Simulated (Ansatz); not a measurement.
## Nudged elastic band run: C₃H₁₀AlF

input.yaml

```yaml
crystal:
  periodic: [false, false, false]
  atoms:
    - { symbol: Al, position_ang: [0.91788, 0.013821, -0.372937] }
    - { symbol: F, position_ang: [1.852149, -1.233859, 0.230277] }
    - { symbol: C, position_ang: [0.107876, -0.29875, -2.108589] }
    - { symbol: C, position_ang: [0.93851, 1.672909, 0.632061] }
    - { symbol: H, position_ang: [-0.30355, -1.458783, 1.288696] }
    - { symbol: C, position_ang: [-1.302346, -1.015343, 1.306931] }
    - { symbol: H, position_ang: [0.874392, -0.28054, -2.893767] }
    - { symbol: H, position_ang: [-0.645101, 0.451704, -2.371823] }
    - { symbol: H, position_ang: [-0.363859, -1.286722, -2.155445] }
    - { symbol: H, position_ang: [1.116192, 1.498336, 1.697799] }
    - { symbol: H, position_ang: [1.743169, 2.328442, 0.276791] }
    - { symbol: H, position_ang: [0.004123, 2.234492, 0.527901] }
    - { symbol: H, position_ang: [-1.519499, -0.457332, 0.391246] }
    - { symbol: H, position_ang: [-1.387963, -0.3463, 2.16335] }
    - { symbol: H, position_ang: [-2.032074, -1.821877, 1.387409] }
magnetization:
  spin_polarized: true
basis:
  gaussian: { orbitals: def2-SVP }
hamiltonian:
  xc: { name: BHLYP }
  dispersion: d4
neb:
  order_check: false
  images: 5
  f_tol: 0.05
  max_iterations: 60
  final_atoms:
    - { symbol: Al, position_ang: [0.0215288, 0.10461682, -0.09016102] }
    - { symbol: F, position_ang: [1.376799, -1.36962712, 0.61315368] }
    - { symbol: C, position_ang: [0.03233451, -0.31099996, -2.00494136] }
    - { symbol: C, position_ang: [0.90295735, 1.72354475, 0.57415584] }
    - { symbol: H, position_ang: [0.85426284, -1.87482493, 1.18414814] }
    - { symbol: C, position_ang: [-1.38291782, -0.71919192, 1.03652643] }
    - { symbol: H, position_ang: [1.0210679, -0.169606, -2.45719594] }
    - { symbol: H, position_ang: [-0.65357929, 0.3528397, -2.54734484] }
    - { symbol: H, position_ang: [-0.28728562, -1.33672236, -2.22222969] }
    - { symbol: H, position_ang: [1.0630139, 1.70730674, 1.65835208] }
    - { symbol: H, position_ang: [1.87497257, 1.89772219, 0.09857942] }
    - { symbol: H, position_ang: [0.29038441, 2.60944013, 0.36200708] }
    - { symbol: H, position_ang: [-2.32529344, -0.17147595, 0.9063622] }
    - { symbol: H, position_ang: [-1.17257727, -0.68244073, 2.11399909] }
    - { symbol: H, position_ang: [-1.61576884, -1.76038335, 0.7744889] }
  initial_path:
    images:
      - { positions_ang: [[0.91788, 0.013821, -0.372937], [1.852149, -1.233859, 0.230277], [0.107876, -0.29875, -2.108589], [0.93851, 1.672909, 0.632061], [-0.30355, -1.458783, 1.288696], [-1.302346, -1.015343, 1.306931], [0.874392, -0.28054, -2.893767], [-0.645101, 0.451704, -2.371823], [-0.363859, -1.286722, -2.155445], [1.116192, 1.498336, 1.697799], [1.743169, 2.328442, 0.276791], [0.004123, 2.234492, 0.527901], [-1.519499, -0.457332, 0.391246], [-1.387963, -0.3463, 2.16335], [-2.032074, -1.821877, 1.387409]] }
      - { positions_ang: [[0.73208822, 0.04496948, -0.32467236], [1.68630015, -1.33399401, 0.36988788], [0.10101753, -0.31432663, -2.11790298], [0.90152245, 1.71457743, 0.6519831], [-0.13983137, -1.40365179, 1.15046652], [-1.24737488, -0.99386016, 1.25332054], [0.86075183, -0.54389591, -2.75501411], [-0.37697854, 0.47397001, -2.51545213], [-0.53883586, -1.12671772, -2.21063906], [1.21141115, 1.53626194, 1.66649999], [1.63813862, 2.37624724, 0.20907975], [-0.01669748, 2.27746027, 0.68350082], [-1.63224487, -0.40610627, 0.46986668], [-1.29988956, -0.43639714, 2.17051221], [-1.87947838, -1.86433874, 1.29846315]] }
      - { positions_ang: [[0.54629643, 0.07611796, -0.27640772], [1.5204513, -1.43412902, 0.50949876], [0.09415905, -0.32990327, -2.12721695], [0.8645349, 1.75624586, 0.6719052], [0.02388726, -1.34852057, 1.01223704], [-1.19240377, -0.97237733, 1.19971008], [0.84711165, -0.80725182, -2.61626121], [-0.10885609, 0.49623601, -2.65908125], [-0.71381272, -0.96671345, -2.26583313], [1.3066303, 1.57418789, 1.63520098], [1.53310824, 2.42405249, 0.1413685], [-0.03751796, 2.32042854, 0.83910064], [-1.74499073, -0.35488053, 0.54848735], [-1.21181613, -0.52649428, 2.17767441], [-1.72688276, -1.90680048, 1.2095173]] }
      - { positions_ang: [[0.36050465, 0.10726643, -0.22814309], [1.35460245, -1.53426403, 0.64910965], [0.08730058, -0.3454799, -2.13653093], [0.82754735, 1.79791429, 0.6918273], [0.18760589, -1.29338936, 0.87400756], [-1.13743265, -0.95089449, 1.14609962], [0.83347148, -1.07060773, -2.47750832], [0.15926637, 0.51850202, -2.80271038], [-0.88878958, -0.80670917, -2.32102719], [1.40184945, 1.61211383, 1.60390197], [1.42807787, 2.47185773, 0.07365726], [-0.05833844, 2.36339681, 0.99470045], [-1.8577366, -0.3036548, 0.62710803], [-1.12374269, -0.61659142, 2.18483662], [-1.57428714, -1.94926222, 1.12057146]] }
      - { positions_ang: [[0.2475127, 0.10638323, -0.18214906], [1.3620013, -1.47938506, 0.63712432], [0.06897856, -0.33398659, -2.09266774], [0.85268402, 1.77312444, 0.65260348], [0.40982487, -1.48720122, 0.97738775], [-1.21926104, -0.8736603, 1.10957522], [0.89600362, -0.77027382, -2.47073752], [-0.11168218, 0.46328125, -2.71758853], [-0.68828826, -0.98338023, -2.28809469], [1.28890427, 1.6438448, 1.622052], [1.57704277, 2.28047922, 0.08196464], [0.05790251, 2.44541125, 0.78380266], [-2.01358888, -0.25959519, 0.72019275], [-1.14002088, -0.63854119, 2.16122411], [-1.58811437, -1.8863026, 1.0052106]] }
      - { positions_ang: [[0.13452075, 0.10550003, -0.13615504], [1.36940015, -1.42450609, 0.625139], [0.05065653, -0.32249328, -2.04880455], [0.87782069, 1.7483346, 0.61337966], [0.63204386, -1.68101308, 1.08076795], [-1.30108943, -0.79642611, 1.07305082], [0.95853576, -0.46993991, -2.46396673], [-0.38263074, 0.40806047, -2.63246669], [-0.48778694, -1.16005129, -2.25516219], [1.17595908, 1.67557577, 1.64020204], [1.72600767, 2.0891007, 0.09027203], [0.17414346, 2.52742569, 0.57290487], [-2.16944116, -0.21553557, 0.81327748], [-1.15629908, -0.66049096, 2.1376116], [-1.60194161, -1.82334297, 0.88984975]] }
      - { positions_ang: [[0.0215288, 0.10461682, -0.09016102], [1.376799, -1.36962712, 0.61315368], [0.03233451, -0.31099996, -2.00494136], [0.90295735, 1.72354475, 0.57415584], [0.85426284, -1.87482493, 1.18414814], [-1.38291782, -0.71919192, 1.03652643], [1.0210679, -0.169606, -2.45719594], [-0.65357929, 0.3528397, -2.54734484], [-0.28728562, -1.33672236, -2.22222969], [1.0630139, 1.70730674, 1.65835208], [1.87497257, 1.89772219, 0.09857942], [0.29038441, 2.60944013, 0.36200708], [-2.32529344, -0.17147595, 0.9063622], [-1.17257727, -0.68244073, 2.11399909], [-1.61576884, -1.76038335, 0.7744889]] }
```

Run as:

```bash
$ ansatz run input.yaml --threads 4 --pin off --max-ram 5120MiB --backend cpu --events-out ev --progress --plain --runs-dir out
```

Output, in part (warnings, iteration lines, the closing report on the highest movable image, with atoms numbered from 0):

```
NEB end point (image 0): max|allowed force component| = 2.373e-2 eV/Å (the criterion of neb.relax_end_points is 1.000e-2)
NEB end point (image 6): max|allowed force component| = 9.644e-3 eV/Å (the criterion of neb.relax_end_points is 1.000e-2)
NEB iter   1: max|band force component| = 3.569e0 eV/Å  barrier→ = 2.6942 eV  barrier← = 0.8027 eV  Δτ_max = 0.1993 Å  (189 SCF iters)
NEB iter   2: max|band force component| = 1.708e0 eV/Å  barrier→ = 2.0880 eV  barrier← = 0.1965 eV  Δτ_max = 0.2000 Å  (150 SCF iters)
NEB iter   3: max|band force component| = 4.778e0 eV/Å  barrier→ = 2.0320 eV  barrier← = 0.1405 eV  Δτ_max = 0.1001 Å  (150 SCF iters)
NEB iter   4: max|band force component| = 9.125e-1 eV/Å  barrier→ = 2.0115 eV  barrier← = 0.1200 eV  Δτ_max = 0.1976 Å  (150 SCF iters)
NEB iter   5: max|band force component| = 6.940e-1 eV/Å  barrier→ = 1.9718 eV  barrier← = 0.0803 eV  Δτ_max = 0.1458 Å  (148 SCF iters)
NEB iter   6: max|band force component| = 4.575e-1 eV/Å  barrier→ = 1.9390 eV  barrier← = 0.0475 eV  CI = image 4  Δτ_max = 0.1998 Å  (150 SCF iters)
NEB iter   7: max|band force component| = 3.307e-1 eV/Å  barrier→ = 2.0037 eV  barrier← = 0.1122 eV  CI = image 4  Δτ_max = 0.1013 Å  (149 SCF iters)
NEB iter   8: max|band force component| = 4.739e-1 eV/Å  barrier→ = 2.0359 eV  barrier← = 0.1444 eV  CI = image 4  Δτ_max = 0.0504 Å  (151 SCF iters)
NEB iter   9: max|band force component| = 2.954e-1 eV/Å  barrier→ = 2.0537 eV  barrier← = 0.1622 eV  CI = image 4  Δτ_max = 0.0887 Å  (140 SCF iters)
NEB iter  10: max|band force component| = 1.791e-1 eV/Å  barrier→ = 2.0552 eV  barrier← = 0.1637 eV  CI = image 4  Δτ_max = 0.0624 Å  (147 SCF iters)
NEB iter  11: max|band force component| = 2.586e-1 eV/Å  barrier→ = 2.0508 eV  barrier← = 0.1593 eV  CI = image 4  Δτ_max = 0.0313 Å  (147 SCF iters)
NEB iter  12: max|band force component| = 1.820e-1 eV/Å  barrier→ = 2.0486 eV  barrier← = 0.1571 eV  CI = image 4  Δτ_max = 0.0626 Å  (153 SCF iters)
NEB iter  13: max|band force component| = 1.021e-1 eV/Å  barrier→ = 2.0456 eV  barrier← = 0.1541 eV  CI = image 4  Δτ_max = 0.1249 Å  (146 SCF iters)
NEB iter  14: max|band force component| = 1.662e-1 eV/Å  barrier→ = 2.0408 eV  barrier← = 0.1493 eV  CI = image 4  Δτ_max = 0.0625 Å  (148 SCF iters)
NEB iter  15: max|band force component| = 9.467e-2 eV/Å  barrier→ = 2.0388 eV  barrier← = 0.1473 eV  CI = image 4  Δτ_max = 0.0626 Å  (147 SCF iters)
NEB iter  16: max|band force component| = 7.843e-2 eV/Å  barrier→ = 2.0370 eV  barrier← = 0.1455 eV  CI = image 4  Δτ_max = 0.0625 Å  (147 SCF iters)
NEB iter  17: max|band force component| = 4.011e-2 eV/Å  barrier→ = 2.0355 eV  barrier← = 0.1440 eV  CI = image 4  Δτ_max = 0.0489 Å  (148 SCF iters)
NEB iter  18: max|band force component| = 2.317e-1 eV/Å  barrier→ = 2.0346 eV  barrier← = 0.1431 eV  CI = image 4  Δτ_max = 0.0974 Å  (29 SCF iters)
NEB iter  19: max|band force component| = 3.560e-2 eV/Å  barrier→ = 2.0341 eV  barrier← = 0.1426 eV  CI = image 4  Δτ_max = 0.0341 Å  (150 SCF iters)
NEB iter  20: max|band force component| = 1.399e-1 eV/Å  barrier→ = 2.0337 eV  barrier← = 0.1422 eV  CI = image 4  Δτ_max = 0.0697 Å  (31 SCF iters)
NEB iter  21: max|band force component| = 3.405e-2 eV/Å  barrier→ = 2.0334 eV  barrier← = 0.1419 eV  CI = image 4  Δτ_max = 0.0260 Å  (144 SCF iters)
NEB iter  22: max|band force component| = 9.412e-2 eV/Å  barrier→ = 2.0333 eV  barrier← = 0.1418 eV  CI = image 4  Δτ_max = 0.0640 Å  (24 SCF iters)
NEB iter  23: max|band force component| = 8.030e-2 eV/Å  barrier→ = 2.0332 eV  barrier← = 0.1417 eV  CI = image 4  Δτ_max = 0.0190 Å  (135 SCF iters)
NEB iter  24: max|band force component| = 2.639e-2 eV/Å  barrier→ = 2.0331 eV  barrier← = 0.1416 eV  CI = image 4  Δτ_max = 0.0000 Å  (260 SCF iters)
Total energy: -12579.22282927 eV, -462.2779124722 hartree
Atom 0 at     0.258442     0.043134    -0.124560 Å, force     0.004928    -0.001481     0.000848 eV/Å
Atom 1 at     1.195957    -1.498911     0.593857 Å, force    -0.002454    -0.002004     0.001404 eV/Å
Atom 2 at     0.003863    -0.225741    -2.036777 Å, force    -0.002074    -0.000002     0.000294 eV/Å
Atom 3 at     1.007156     1.658481     0.664866 Å, force    -0.001368     0.000073     0.000985 eV/Å
Atom 4 at     0.209110    -1.492730     0.954956 Å, force     0.005827     0.000602    -0.002537 eV/Å
Atom 5 at    -1.219431    -0.849826     1.050456 Å, force    -0.000733    -0.000072    -0.003324 eV/Å
Atom 6 at     0.909360     0.005230    -2.609165 Å, force    -0.000087     0.000074     0.001902 eV/Å
Atom 7 at    -0.787055     0.427813    -2.425033 Å, force    -0.000451     0.000255    -0.001363 eV/Å
Atom 8 at    -0.283273    -1.255249    -2.276503 Å, force    -0.000495     0.000094    -0.000317 eV/Å
Atom 9 at     1.224734     1.536246     1.731384 Å, force    -0.000256     0.000321     0.000227 eV/Å
Atom 10 at     1.936236     1.966042     0.171895 Å, force    -0.000967    -0.001573    -0.000346 eV/Å
Atom 11 at     0.310231     2.500698     0.573162 Å, force     0.000199     0.001611     0.000373 eV/Å
Atom 12 at    -2.036249    -0.961984     0.329301 Å, force    -0.001216    -0.000549     0.000925 eV/Å
Atom 13 at    -1.484360    -0.068097     1.769669 Å, force    -0.001432     0.000557    -0.000026 eV/Å
Atom 14 at    -1.244824    -1.784910     1.632392 Å, force     0.000577     0.002092     0.000953 eV/Å
Dipole moment:    -0.219030    -0.070683     0.127481 e Å
```

The run converged. The band force fell under the threshold earlier too, but the program's further tests of the path sent the band on. Neighbouring images differ by up to 1.4 eV, so the band resolves the path poorly. A vibrational analysis at the climbing image gives one clearly imaginary mode, 716i cm⁻¹: a first-order saddle point. The orbitals stay closed-shell, which can raise the energy where a bond breaks towards radicals; this wasn't checked here.

Final band (atoms are numbered from 1 in the order of the input):

```
image  path coordinate (Å)  energy (kcal/mol)  H5–C6 (Å)  Al1–C6 (Å)  F2–H5 (Å)
    0                 0.00                0.0       1.09        2.97       2.41
    1                 0.66                0.1       1.09        2.98       2.41
    2                 1.31                1.6       1.09        2.80       2.11
    3                 1.97               14.5       1.13        2.39       1.65
    4                 2.62               46.9       1.57        2.09       1.05
    5                 3.65               43.9       2.32        1.99       0.93
    6                 4.67               43.6       2.52        1.98       0.92
```

The run took 9.1 min on 4 threads of Arm Neoverse N1, on a shared host, peak memory 0.43 GiB.
